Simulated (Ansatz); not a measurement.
Isomers of CH$_{5}$NSSi, relaxed with PBE0-D4/def2-TZVP in Ansatz; electronic energies, one conformer each and not always the lowest. Functionals use def2-TZVPP; CBS adds triple-zeta CCSD(T) − MP2 to the MP2 limit of def2-TZVPP and def2-QZVPP.

**Question.** Order them by energy at frozen-core CCSD(T)/CBS, lowest first. (Estimate.)
A. `NC([SiH3])=S`
B. `S[SiH]1CN1`
C. `SC1N[SiH2]1`
D. `N[SiH]1CS1`
E. `C1N[SiH2]S1`
F. `NC1[SiH2]S1`
G. `[SiH3]NC=S`

**Answer.** D (0.0 kcal/mol), E (11.5 kcal/mol), G (20.5 kcal/mol), B (25.9 kcal/mol), F (30.3 kcal/mol), A (31.7 kcal/mol), C (50.0 kcal/mol).

**Question.** How do B2PLYP, ωB97M-V, PBE0-D4, PBE-D4 place them (kcal/mol, against `N[SiH]1CS1`)? (Best estimate.)

**Answer.** The calculation gave: 
| isomer | B2PLYP | ωB97M-V | PBE0-D4 | PBE-D4 |
| --- | --- | --- | --- | --- |
| `[SiH3]NC=S` | 16.5 | 20.5 | 21.1 | 18.5 |
| `NC1[SiH2]S1` | 29.5 | 30.5 | 28.1 | 25.8 |
| `S[SiH]1CN1` | 25.3 | 25.0 | 24.9 | 23.9 |
| `C1N[SiH2]S1` | 11.7 | 11.2 | 11.0 | 12.1 |
| `NC([SiH3])=S` | 28.2 | 31.3 | 30.7 | 27.1 |
| `SC1N[SiH2]1` | 49.5 | 49.2 | 49.2 | 47.1 |
